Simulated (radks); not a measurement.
Values are calculated unless marked as measured or tabulated.
Problem. All-electron atom: Hf in [Xe] 4f14 5d2 6s2 (the NIST ground configuration). Level of theory: scalar-relativistic Kohn-Sham, PBEsol, spin-polarised, spherical densities, finite nucleus; open shells are filled with parallel spins first (spin-orbit coupling, left out, can overturn this in heavy ions); Fermi nuclear charge, rms radius 5.347 fm (a radial shooting solver on a logarithmic mesh with Libxc functionals). Some entries of the table are withheld. Estimate them.

| orbital | occ. | eigenvalue (eV) | r(max) (bohr) | <1/r> (bohr^-1) |
|---|---|---|---|---|
| 1s down | 1 | -65240.53 | 0.01191 | 83.75 |
| 1s up | 1 | -65240.53 | 0.01191 | 83.75 |
| 2s up | 1 | -11158.27 | 0.06809 | 19.56 |
| 2s down | 1 | -11158.22 | 0.06809 | 19.56 |
| 2p up | 3 | -9801.196 | 0.05568 | 17.85 |
| 2p down | 3 | -9801.154 | 0.05568 | 17.85 |
| 3s up | 1 | -2542.105 | 0.1922 | 7.235 |
| 3s down | 1 | -2542.099 | 0.1922 | 7.235 |
| 3p up | 3 | -2136.518 | 0.1898 | 6.710 |
| 3p down | 3 | -2136.510 | 0.1898 | 6.710 |
| 3d up | 5 | -1655.569 | 0.1546 | 6.349 |
| 3d down | 5 | -1655.542 | 0.1546 | 6.349 |
| 4s up | 1 | -511.6893 | 0.4374 | 3.067 |
| 4s down | 1 | -511.6598 | 0.4374 | 3.067 |
| 4p up | 3 | -378.5653 | 0.4583 | 2.792 |
| 4p down | 3 | -378.5378 | 0.4583 | 2.792 |
| 4d up | 5 | -206.3800 | 0.4710 | 2.475 |
| 4d down | 5 | -206.3425 | 0.4710 | 2.476 |
| 5s up | 1 | -67.1455 | 1.016 | 1.170 |
| 5s down | 1 | -66.5650 | 1.014 | 1.175 |
| 5p up | 3 | (1) | 1.161 | 0.9719 |
| 5p down | 3 | (2) | 1.157 | 0.9784 |
| 4f up | 7 | -16.7809 | 0.4544 | 1.914 |
| 4f down | 7 | -16.6333 | 0.4542 | 1.920 |
| 6s up | 1 | -5.4626 | 2.867 | (3) |
| 6s down | 1 | -4.5957 | 2.946 | (4) |
| 5d up | 2 | (5) | 1.701 | 0.5443 |
| 5d down | 0 | (6) | 1.688 | 0.5275 |

Solution. 
(1) 5p up eigenvalue (eV): -35.8520
(2) 5p down eigenvalue (eV): -35.0152
(3) 6s up <1/r> (bohr^-1): 0.3724
(4) 6s down <1/r> (bohr^-1): 0.3571
(5) 5d up eigenvalue (eV): -3.1306
(6) 5d down eigenvalue (eV): -2.0399
